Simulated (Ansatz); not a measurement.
Cost and result for the atomization energy of CH5FNOSi, SMILES `CO[Si](N)F` radical (10 atoms, 9 bonds).

```xyz
10

C    -0.4866   -0.5108   -1.4411
O    -0.9364    0.5214   -0.5789
Si   -0.0795    1.1562    0.6495
N     0.4205   -0.0841    1.7251
F     1.3000    1.7959    0.1335
H    -1.3606   -0.9649   -1.9102
H     0.0635   -1.2790   -0.8897
H     0.1607   -0.1013   -2.2211
H    -0.2839   -0.6314    2.1961
H     1.2023    0.0980    2.3368
```

Total charge 0; spin multiplicity 2. The geometry is a stationary point of PBE0-D4/def2-TZVP. It is one conformer, not always the lowest. Program: Ansatz. Hardware: A = 2 threads of an AMD EPYC 7R13 on a shared host; B = 2 threads of an AMD EPYC 7R13 on a shared host and a share of an NVIDIA H100 80 GB. Times are those of one run each, without the atoms' runs, and a repeat can differ threefold. Electronic energies, without spin–orbit coupling; frozen cores. CCSD(T)/CBS adds CCSD(T) − MP2 in def2-TZVPP to the MP2 limit, and its time is that of the two runs behind it. T1 = 0.013; ⟨S²⟩ of the reference is 0.75. B3LYP takes the VWN-RPA correlation (the form of Gaussian; ORCA's B3LYP/G).

CCSD(T)/CBS is a level of theory with its own doubt, some kJ/mol a heavy atom from the limit and from the frozen cores, so smaller differences don't rank the functionals.

| level | functions | wall time | atomization (kJ/mol) | difference from CCSD(T)/CBS | per bond |
| --- | --- | --- | --- | --- | --- |
| MP2/def2-QZVPP [B] | 448 | 3.3 s | 3845.2 | 44.7 | 5.0 |
| PBE-D4/def2-TZVPP (with forces) [A] | 236 | 4.8 s | 3872.0 | 71.5 | 7.9 |
| PBE0-D4/def2-TZVPP [A] | 236 | 6.5 s | 3779.6 | -20.9 | -2.3 |
| B3LYP-D4/def2-TZVPP (with forces) [A] | 236 | 7.5 s | 3797.2 | -3.3 | -0.4 |
| r2SCAN-D4/def2-TZVPP (with forces) [A] | 236 | 9.5 s | 3803.9 | 3.4 | 0.4 |
| B2PLYP/def2-TZVPP [A] | 236 | 10 s | 3758.4 | -42.1 | -4.7 |
| CCSD(T)/def2-TZVPP [B] | 236 | 11 s | 3680.3 | -120.2 | -13.4 |
| ωB97X-V/def2-TZVPP [A] | 236 | 14 s | 3803.8 | 3.3 | 0.4 |
| CCSD(T)/CBS(def2) | – | 14 s | 3800.5 | 0.0 | 0.0 |
| ωB97M-V/def2-TZVPP (with forces) [A] | 236 | 19 s | 3800.7 | 0.2 | 0.0 |

The D4 term adds +30.6 kJ/mol with B3LYP and +16.0 kJ/mol with PBE0; it sums over pairs of atoms, weighted by their polarisabilities, and B3LYP, whose exchange is more repulsive, gets the larger term. In def2-TZVPP, CCSD(T) changes the Hartree–Fock value by +986.3 kJ/mol (the triples alone add +57.3 kJ/mol) and MP2 by +1077.9 kJ/mol; breaking electron pairs costs correlation energy, which Hartree–Fock lacks. From PBE to PBE0 (25 % exact exchange), in def2-TZVPP and without D4, the atomization energy moves by −89.3 kJ/mol: exact exchange takes away binding that semilocal exchange gives to molecules.
